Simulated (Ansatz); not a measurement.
Abridged output of a molecular run in Ansatz:

```
Functional definition: HF
  name "HF"
  cite "Fock, Z. Phys. 61, 126 (1930) doi:10.1007/BF01340294"
  parent pbe
  exchange = exact_x
  correlation = 0
1075 factors; integrals over basis functions are off by at most 1.4e-3 eV
mean field evaluation 1: about -70760.9249 eV, gradient 2.4e1 eV
mean field evaluation 2: about -70760.9698 eV, gradient 2.4e1 eV
mean field evaluation 4: about -70762.9316 eV, gradient 2.6e0 eV
mean field evaluation 8: about -70762.9614 eV, gradient 1.7e-1 eV
mean field -70762.96151618 eV, -2600.4908708615 hartree, gradient 1.0e-6 eV, S^2 0.000000; 0 other end points of the search recorded, 0 dependent functions left out
16 core orbitals not correlated: weight in the atoms' cores, before any rotation towards them, 1.000 or more for the frozen orbitals, at most 0.000 for the correlated occupied ones
reference -70762.96151618 eV, -2600.4908708615 hartree; 17, 17 occupied and 75, 75 virtual orbitals, 1075 factors
second order -16.26138167 eV of doubles, -0.00000000 eV of singles
cycle   1  -16.93593581 eV  change   -6.7e-1 eV  update   9.7e-2
cycle   2  -17.45718907 eV  change   -5.2e-1 eV  update   2.9e-2
cycle   3  -17.52964332 eV  change   -7.2e-2 eV  update   1.4e-2
cycle   4  -17.52270487 eV  change    6.9e-3 eV  update   3.9e-3
cycle   5  -17.52256033 eV  change    1.4e-4 eV  update   1.4e-3
cycle   6  -17.52171918 eV  change    8.4e-4 eV  update   4.3e-4
cycle   7  -17.52174709 eV  change   -2.8e-5 eV  update   1.6e-4
cycle   8  -17.52179663 eV  change   -5.0e-5 eV  update   4.6e-5
cycle   9  -17.52180069 eV  change   -4.1e-6 eV  update   1.5e-5
perturbative correction -0.49420928 eV, -0.0181618561 hartree
Total energy: -70780.97752615 eV, -2601.1529470162 hartree
```

Its atoms:

Z-matrix (Å, degrees):
```
C
B 1 1.552
H 1 1.096 2 110.7
H 1 1.091 2 114.7 3 -124.7
H 1 1.099 2 108.1 3 114.2
Cl 2 1.755 1 119.9 3 131.9
Ge 2 2.074 1 123.6 3 -48.6
H 7 1.539 2 111.1 1 -127.6
H 7 1.540 2 109.9 1 113.7
H 7 1.541 2 112.3 1 -6.2
```

Q: Which basis set was used?
A. def2-TZVPP
B. def2-SVP
C. def2-SVPD
D. cc-pV(T+d)Z

A: B. It gives 108 functions.

Q: Write the keys of the input that set method, charge and spin (a neutral closed shell needs none for the last two).

A: 
```yaml
correlation: {method: ccsd_t}
```
